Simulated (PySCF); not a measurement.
## Fractional electron number in Sn⁺ (tin, charge +1)

The 5p alpha orbital of [Kr] 4d10 5s2 5p1 is emptied in steps (occupation f), with all orbitals relaxed, ending at [Kr] 4d10 5s2. Calculation: PySCF 2.14, in aug-cc-pVTZ-DK3; the spin-free X2C one-electron Hamiltonian (Gaussian nucleus). The exact energy is a straight line in f; departures are measured from the line between the end points of the same method.

```json
{"f": "1", "UHF (eV)": "0.000", "LDA (eV)": "0.000", "PBE (eV)": "0.000", "PBE0 (eV)": "0.000", "r2SCAN (eV)": "0.000", "LC-wPBE (eV)": "0.000", "BHandHLYP (eV)": "0.000", "wB97X (eV)": "0.000", "r2SCAN0 (eV)": "0.000"}
{"f": "0.75", "UHF (eV)": "0.052", "LDA (eV)": "-0.700", "PBE (eV)": "-0.676", "PBE0 (eV)": "-0.492", "r2SCAN (eV)": "-0.637", "LC-wPBE (eV)": "-0.031", "BHandHLYP (eV)": "-0.337", "wB97X (eV)": "-0.102", "r2SCAN0 (eV)": "-0.470"}
{"f": "0.5", "UHF (eV)": "0.069", "LDA (eV)": "-0.936", "PBE (eV)": "-0.901", "PBE0 (eV)": "-0.653", "r2SCAN (eV)": "-0.838", "LC-wPBE (eV)": "-0.036", "BHandHLYP (eV)": "-0.449", "wB97X (eV)": "-0.140", "r2SCAN0 (eV)": "-0.615"}
{"f": "0.25", "UHF (eV)": "0.051", "LDA (eV)": "-0.702", "PBE (eV)": "-0.674", "PBE0 (eV)": "-0.486", "r2SCAN (eV)": "-0.611", "LC-wPBE (eV)": "-0.021", "BHandHLYP (eV)": "-0.337", "wB97X (eV)": "-0.109", "r2SCAN0 (eV)": "-0.447"}
{"f": "0", "UHF (eV)": "0.000", "LDA (eV)": "0.000", "PBE (eV)": "0.000", "PBE0 (eV)": "0.000", "r2SCAN (eV)": "0.000", "LC-wPBE (eV)": "0.000", "BHandHLYP (eV)": "0.000", "wB97X (eV)": "0.000", "r2SCAN0 (eV)": "0.000"}
```

Task: For r2SCAN0, how does the orbital energy at f = 1 compare with the removal energy?

Result: −ε = 11.851 eV against a total-energy difference of 14.383 eV. By Janak's theorem ε = ∂E/∂f, so the gap between them reflects the curvature. Along the path −ε is 13.156 (f = 0.75), 14.439 (f = 0.5), 15.654 (f = 0.25) eV.

| method | E(f=0) − E(f=1) (eV) | −ε at f=1 (eV) | −ε at f=0.5 (eV) |
| --- | --- | --- | --- |
| UHF | 13.742 | 14.025 | 13.737 |
| LDA | 14.400 | 10.683 | 14.395 |
| PBE | 14.211 | 10.614 | 14.216 |
| PBE0 | 14.252 | 11.618 | 14.268 |
| r2SCAN | 14.361 | 10.937 | 14.425 |
| LC-wPBE | 14.378 | 14.191 | 14.404 |
| BHandHLYP | 14.208 | 12.414 | 14.208 |
| wB97X | 14.142 | 13.614 | 14.122 |
| r2SCAN0 | 14.383 | 11.851 | 14.439 |

Reference removal energy between the ground levels: 14.633 eV (measured; NIST Atomic Spectra Database, ionization energies). The calculation has no spin-orbit coupling. UHF lacks correlation.
